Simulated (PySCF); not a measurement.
Vertical excitations of a molecule C5H7F from TDDFT-PBE/def2-SVPD run with PySCF, as energy in eV (oscillator strength): 5.33 (0.372), 5.88 (0.109), 5.98 (0.002), 6.69 (0.002), 6.81 (0.029), 6.86 (0.003), 7.02 (0.000), 7.31 (0.003), 7.47 (0.000), 7.71 (0.042). Lowest triplet (TDA): 3.22 eV. Geometry: PBE0-D3(BJ)/def2-SVP. One conformer was computed; it need not be the lowest.

Identify the compound among the candidates.
A) CC1=C[C@@H](F)C1
B) CC=C=C(C)F
C) C=C(C)C(=C)F
D) C=CCC(=C)F

C, C=C(C)C(=C)F
